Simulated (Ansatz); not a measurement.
CH7BN2, 11 atoms. The species carries charge 0 and has multiplicity 1. The bonds changed during the relaxation, so this is another structure than the one it started from. All runs use 2 threads of an Arm Neoverse V1 on a shared host. Correlated methods freeze the cores.

**Question.** How many basis functions does each run have, and how long does it take in Ansatz? RKS BLYP-D4/def2-TZVPP energy; RKS HSE06 (plane-wave form)-D4/def2-TZVPP energy; direct RPA on PBE orbitals/def2-TZVPP energy; RKS r2SCAN0-D4/def2-TZVPP energy; RKS PBE0-D4/def2-SVP energy; RKS PBE0-D4/def2-TZVP frequencies; RHF-MP2/def2-QZVPP energy; RKS ωB97M-V/def2-SVP energy; RHF-CCSD(T)/def2-TZVPP energy; RHF-CCSD(T)/def2-SVP energy; RKS PBE0-D4/def2-QZVPP energy; RKS ωB97M-V/def2-TZVPP energy and forces. (Best estimate.)

**Answer.** Computed: Other jobs shared the machine, so times are rough.

| level | job | functions | wall time | peak host memory (GiB) |
| --- | --- | --- | --- | --- |
| RKS PBE0-D4/def2-SVP | energy | 91 | 1.4 s | 0.16 |
| RKS BLYP-D4/def2-TZVPP | energy | 222 | 2.7 s | 0.23 |
| RKS HSE06 (plane-wave form)-D4/def2-TZVPP | energy | 222 | 3.6 s | 0.41 |
| RHF-CCSD(T)/def2-SVP | energy | 91 | 4.5 s | 0.35 |
| RKS ωB97M-V/def2-SVP | energy | 91 | 5.5 s | 0.23 |
| RKS r2SCAN0-D4/def2-TZVPP | energy | 222 | 6 s | 0.41 |
| direct RPA on PBE orbitals/def2-TZVPP | energy | 222 | 6.5 s | 0.49 |
| RKS PBE0-D4/def2-QZVPP | energy | 438 | 9.5 s | 1.1 |
| RKS ωB97M-V/def2-TZVPP | energy and forces | 222 | 14 s | 0.61 |
| RHF-MP2/def2-QZVPP | energy | 438 | 30 s | 2.5 |
| RHF-CCSD(T)/def2-TZVPP | energy | 222 | 2 min | 3.7 |
| RKS PBE0-D4/def2-TZVP | frequencies | 166 | 2.4 min | 0.32 |
